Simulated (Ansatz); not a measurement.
This triplet is an excited state, 0.55 eV above the relaxed singlet at the level frozen-core CCSD(T)/cc-pVTZ // B3LYP-D3(BJ)/def2-TZVP (Ansatz, a first-principles code).

A geometry relaxed with B3LYP-D3(BJ)/def2-TZVP run with Ansatz, charge 0, multiplicity 3:

```xyz
6

H     -1.3761     1.1149    -0.1830
B     -1.3597    -0.0601    -0.0070
H     -2.2636    -0.8167     0.0956
H      2.6965     0.1256     0.0129
Ge     0.5135    -0.8077     0.1267
O      1.7894     0.4440    -0.0452
```

Write the SMILES of this molecule.

`[BH2][Ge][OH]`
